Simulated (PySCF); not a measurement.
Harmonic spectrum computed at PBE0 in the def2-TZVP basis family (core potentials from Rb on, PySCF, no spin–orbit coupling):

| symmetry | ω (cm⁻¹) | IR (km/mol) |
| --- | --- | --- |
| a1 | 1012 | 3.7 |
| a1 | 2218 | 1.7 |
| b2 | 2231 | 1.0 |

**Question.** Which molecule gave it? In each, all ligands are bound to the one heavy central atom.
A. SbH₂⁺ (singlet)
B. GeH₂⁺ (doublet)
C. AsH₂⁺ (singlet)
D. SiH₂⁺ (doublet)
E. BrH₂⁺ (singlet)

**Answer.** C. It has C2v symmetry with As–H 1.530 Å (×2).
